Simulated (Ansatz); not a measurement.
# Molecular dynamics of FGeH$_{3}$

Input:

```yaml
crystal:
  periodic: [false, false, false]
  atoms:
    - { symbol: Ge, position_ang: [-0.8793, -0.5876, -0.2814] }
    - { symbol: H, position_ang: [0.6213, -0.0931, 0.2571] }
    - { symbol: F, position_ang: [1.2919, -0.2269, -0.7316] }
    - { symbol: H, position_ang: [-1.0763, 1.0211, -0.4718] }
    - { symbol: H, position_ang: [0.0424, -0.1135, 1.2277] }
magnetization:
  spin_polarized: true
basis:
  gaussian: { orbitals: def2-SVP }
hamiltonian:
  xc: pbe0
md:
  timestep: 0.5
  n_steps: 150
  ensemble: nve
  temperature: 300.0
  initial_velocities: maxwell_boltzmann
  seed: 278173
```

Launched with:

```bash
$ ansatz run input.yaml --threads 1 --pin off --max-ram 2048MiB --backend cpu --events-out ev --progress --plain --runs-dir out
```

It starts from a rough guess of a transition structure, not a stationary point.

Output, in part (one step line in 3, the closing report, with atoms numbered from 0):

```
md step     0: t =     0.00 fs  T =   300.0 K  F+E_penalty+E_count = -59262.48603307 eV  E_kin = 0.116334 eV  conserved = -59262.36969907 eV  (27 SCF iters)
md step     3: t =     1.50 fs  T =   398.4 K  F+E_penalty+E_count = -59262.52439101 eV  E_kin = 0.154491 eV  conserved = -59262.36990007 eV  (29 SCF iters)
md step     6: t =     3.00 fs  T =  1031.9 K  F+E_penalty+E_count = -59262.77135469 eV  E_kin = 0.400131 eV  conserved = -59262.37122367 eV  (28 SCF iters)
md step     9: t =     4.50 fs  T =  1760.5 K  F+E_penalty+E_count = -59263.05470045 eV  E_kin = 0.682671 eV  conserved = -59262.37202945 eV  (27 SCF iters)
md step    12: t =     6.00 fs  T =  2248.4 K  F+E_penalty+E_count = -59263.24466771 eV  E_kin = 0.871880 eV  conserved = -59262.37278739 eV  (28 SCF iters)
md step    15: t =     7.50 fs  T =  2255.2 K  F+E_penalty+E_count = -59263.24648967 eV  E_kin = 0.874525 eV  conserved = -59262.37196517 eV  (27 SCF iters)
md step    18: t =     9.00 fs  T =  2062.8 K  F+E_penalty+E_count = -59263.17037441 eV  E_kin = 0.799902 eV  conserved = -59262.37047278 eV  (28 SCF iters)
md step    21: t =    10.50 fs  T =  1978.0 K  F+E_penalty+E_count = -59263.13929455 eV  E_kin = 0.767017 eV  conserved = -59262.37227790 eV  (27 SCF iters)
md step    24: t =    12.00 fs  T =  1767.1 K  F+E_penalty+E_count = -59263.05597560 eV  E_kin = 0.685265 eV  conserved = -59262.37071095 eV  (28 SCF iters)
md step    27: t =    13.50 fs  T =  1884.3 K  F+E_penalty+E_count = -59263.10178356 eV  E_kin = 0.730683 eV  conserved = -59262.37110010 eV  (28 SCF iters)
md step    30: t =    15.00 fs  T =  2187.4 K  F+E_penalty+E_count = -59263.22162561 eV  E_kin = 0.848219 eV  conserved = -59262.37340629 eV  (28 SCF iters)
md step    33: t =    16.50 fs  T =  1997.4 K  F+E_penalty+E_count = -59263.14546663 eV  E_kin = 0.774564 eV  conserved = -59262.37090310 eV  (28 SCF iters)
md step    36: t =    18.00 fs  T =  1816.7 K  F+E_penalty+E_count = -59263.07576512 eV  E_kin = 0.704498 eV  conserved = -59262.37126709 eV  (28 SCF iters)
md step    39: t =    19.50 fs  T =  1663.5 K  F+E_penalty+E_count = -59263.01695880 eV  E_kin = 0.645056 eV  conserved = -59262.37190269 eV  (28 SCF iters)
md step    42: t =    21.00 fs  T =  1431.7 K  F+E_penalty+E_count = -59262.92516041 eV  E_kin = 0.555167 eV  conserved = -59262.36999382 eV  (27 SCF iters)
md step    45: t =    22.50 fs  T =  1664.4 K  F+E_penalty+E_count = -59263.01676233 eV  E_kin = 0.645438 eV  conserved = -59262.37132469 eV  (25 SCF iters)
md step    48: t =    24.00 fs  T =  1926.2 K  F+E_penalty+E_count = -59263.12016521 eV  E_kin = 0.746926 eV  conserved = -59262.37323916 eV  (27 SCF iters)
md step    51: t =    25.50 fs  T =  1776.9 K  F+E_penalty+E_count = -59263.05886503 eV  E_kin = 0.689035 eV  conserved = -59262.36982973 eV  (27 SCF iters)
md step    54: t =    27.00 fs  T =  1823.6 K  F+E_penalty+E_count = -59263.08003258 eV  E_kin = 0.707154 eV  conserved = -59262.37287867 eV  (27 SCF iters)
md step    57: t =    28.50 fs  T =  1575.1 K  F+E_penalty+E_count = -59262.98161156 eV  E_kin = 0.610790 eV  conserved = -59262.37082121 eV  (27 SCF iters)
md step    60: t =    30.00 fs  T =  1493.5 K  F+E_penalty+E_count = -59262.94927907 eV  E_kin = 0.579165 eV  conserved = -59262.37011390 eV  (26 SCF iters)
md step    63: t =    31.50 fs  T =  1807.6 K  F+E_penalty+E_count = -59263.07360231 eV  E_kin = 0.700966 eV  conserved = -59262.37263603 eV  (27 SCF iters)
md step    66: t =    33.00 fs  T =  1790.7 K  F+E_penalty+E_count = -59263.06605008 eV  E_kin = 0.694378 eV  conserved = -59262.37167163 eV  (27 SCF iters)
md step    69: t =    34.50 fs  T =  1662.3 K  F+E_penalty+E_count = -59263.01544368 eV  E_kin = 0.644621 eV  conserved = -59262.37082286 eV  (28 SCF iters)
md step    72: t =    36.00 fs  T =  1599.5 K  F+E_penalty+E_count = -59262.99283717 eV  E_kin = 0.620261 eV  conserved = -59262.37257610 eV  (28 SCF iters)
md step    75: t =    37.50 fs  T =  1286.6 K  F+E_penalty+E_count = -59262.86904641 eV  E_kin = 0.498911 eV  conserved = -59262.37013578 eV  (28 SCF iters)
md step    78: t =    39.00 fs  T =  1412.9 K  F+E_penalty+E_count = -59262.91848245 eV  E_kin = 0.547914 eV  conserved = -59262.37056888 eV  (28 SCF iters)
md step    81: t =    40.50 fs  T =  1840.2 K  F+E_penalty+E_count = -59263.08653515 eV  E_kin = 0.713608 eV  conserved = -59262.37292701 eV  (28 SCF iters)
md step    84: t =    42.00 fs  T =  1917.9 K  F+E_penalty+E_count = -59263.11416422 eV  E_kin = 0.743725 eV  conserved = -59262.37043919 eV  (26 SCF iters)
md step    87: t =    43.50 fs  T =  2024.4 K  F+E_penalty+E_count = -59263.15765914 eV  E_kin = 0.785020 eV  conserved = -59262.37263895 eV  (26 SCF iters)
md step    90: t =    45.00 fs  T =  1825.4 K  F+E_penalty+E_count = -59263.07962589 eV  E_kin = 0.707859 eV  conserved = -59262.37176709 eV  (26 SCF iters)
md step    93: t =    46.50 fs  T =  1576.0 K  F+E_penalty+E_count = -59262.98110030 eV  E_kin = 0.611125 eV  conserved = -59262.36997570 eV  (26 SCF iters)
md step    96: t =    48.00 fs  T =  1835.8 K  F+E_penalty+E_count = -59263.08344315 eV  E_kin = 0.711886 eV  conserved = -59262.37155723 eV  (26 SCF iters)
md step    99: t =    49.50 fs  T =  2101.0 K  F+E_penalty+E_count = -59263.18797847 eV  E_kin = 0.814723 eV  conserved = -59262.37325528 eV  (26 SCF iters)
md step   102: t =    51.00 fs  T =  1853.1 K  F+E_penalty+E_count = -59263.08948558 eV  E_kin = 0.718607 eV  conserved = -59262.37087881 eV  (27 SCF iters)
md step   105: t =    52.50 fs  T =  1546.6 K  F+E_penalty+E_count = -59262.97152991 eV  E_kin = 0.599756 eV  conserved = -59262.37177431 eV  (27 SCF iters)
md step   108: t =    54.00 fs  T =  1127.1 K  F+E_penalty+E_count = -59262.80818033 eV  E_kin = 0.437065 eV  conserved = -59262.37111555 eV  (28 SCF iters)
md step   111: t =    55.50 fs  T =   781.3 K  F+E_penalty+E_count = -59262.67297802 eV  E_kin = 0.302968 eV  conserved = -59262.37000970 eV  (28 SCF iters)
md step   114: t =    57.00 fs  T =   860.2 K  F+E_penalty+E_count = -59262.70421418 eV  E_kin = 0.333588 eV  conserved = -59262.37062663 eV  (38 SCF iters)
md step   117: t =    58.50 fs  T =  1143.2 K  F+E_penalty+E_count = -59262.81586165 eV  E_kin = 0.443317 eV  conserved = -59262.37254428 eV  (28 SCF iters)
md step   120: t =    60.00 fs  T =  1125.9 K  F+E_penalty+E_count = -59262.80758729 eV  E_kin = 0.436592 eV  conserved = -59262.37099482 eV  (29 SCF iters)
md step   123: t =    61.50 fs  T =  1214.2 K  F+E_penalty+E_count = -59262.84203669 eV  E_kin = 0.470843 eV  conserved = -59262.37119372 eV  (27 SCF iters)
md step   126: t =    63.00 fs  T =  1409.0 K  F+E_penalty+E_count = -59262.91859492 eV  E_kin = 0.546382 eV  conserved = -59262.37221304 eV  (27 SCF iters)
md step   129: t =    64.50 fs  T =  1428.2 K  F+E_penalty+E_count = -59262.92471228 eV  E_kin = 0.553809 eV  conserved = -59262.37090280 eV  (27 SCF iters)
md step   132: t =    66.00 fs  T =  1636.1 K  F+E_penalty+E_count = -59263.00532084 eV  E_kin = 0.634430 eV  conserved = -59262.37089054 eV  (27 SCF iters)
md step   135: t =    67.50 fs  T =  2004.1 K  F+E_penalty+E_count = -59263.15017149 eV  E_kin = 0.777157 eV  conserved = -59262.37301460 eV  (28 SCF iters)
md step   138: t =    69.00 fs  T =  1901.0 K  F+E_penalty+E_count = -59263.10917619 eV  E_kin = 0.737166 eV  conserved = -59262.37200999 eV  (27 SCF iters)
md step   141: t =    70.50 fs  T =  1716.3 K  F+E_penalty+E_count = -59263.03592025 eV  E_kin = 0.665563 eV  conserved = -59262.37035741 eV  (26 SCF iters)
md step   144: t =    72.00 fs  T =  1761.2 K  F+E_penalty+E_count = -59263.05608580 eV  E_kin = 0.682960 eV  conserved = -59262.37312543 eV  (27 SCF iters)
md step   147: t =    73.50 fs  T =  1456.9 K  F+E_penalty+E_count = -59262.93512300 eV  E_kin = 0.564950 eV  conserved = -59262.37017276 eV  (26 SCF iters)
md step   150: t =    75.00 fs  T =  1572.9 K  F+E_penalty+E_count = -59262.98075535 eV  E_kin = 0.609939 eV  conserved = -59262.37081607 eV  (33 SCF iters)
Total energy: -59262.98077729 eV, -2177.8743736742 hartree
Atom 0 at    -1.006186    -0.606403    -0.270497 Å, force    -0.470805     0.486046     0.963317 eV/Å
Atom 1 at     1.899654    -1.022187    -1.005769 Å, force    -0.333378     3.079928     0.872887 eV/Å
Atom 2 at     1.816091    -0.071736    -0.726716 Å, force     0.132611    -3.053178    -0.770655 eV/Å
Atom 3 at    -1.668418     0.874161    -0.213670 Å, force     0.261583    -0.248592    -0.365198 eV/Å
Atom 4 at    -1.381034    -0.607091     1.354786 Å, force     0.409988    -0.264203    -0.700350 eV/Å
Dipole moment:     0.189072    -0.358182    -0.191915 e Å
```

All steps were run. The conserved energy stayed within 0.81 meV per atom of its start (net change -0.22 meV per atom), so the integration is sound. The kinetic energy rose, since the run started high on the potential surface and went downhill. It ends in pieces (FH + GeH2), so much of that is their flight and rotation, not heat. A run of 0.075 ps of so small a system gives no equilibrium averages. The orbitals were unrestricted but ended closed-shell.

The planned step would form Ge1–H2, Ge1–F3 and break H2–F3. These pairs go: Ge1–H2 1.67 → 3.03 Å, Ge1–F3 2.25 → 2.91 Å, H2–F3 1.20 → 0.99 Å. In the last frame they stand as before the step (other bonds may differ from the relaxed reactants and products). These pairs come and go: their bonding changes 6 times, last at 58 of 75 fs, so the outcome isn't settled. It ends as FH + GeH2. Pairs count as bonded within 1.25 times the sum of covalent radii (0.12 Å more for H–H).

Last frame:

```xyz
5
Properties=species:S:1:pos:R:3
Ge -1.006 -0.606 -0.271
H 1.900 -1.022 -1.006
F 1.816 -0.072 -0.727
H -1.668 0.874 -0.214
H -1.381 -0.607 1.355
```

The run took 6.1 min on 1 thread of Intel(R) Xeon(R) Platinum 8259CL CPU @ 2.50GHz (Skylake/Cascade Lake), on a shared host, peak memory 0.17 GiB.
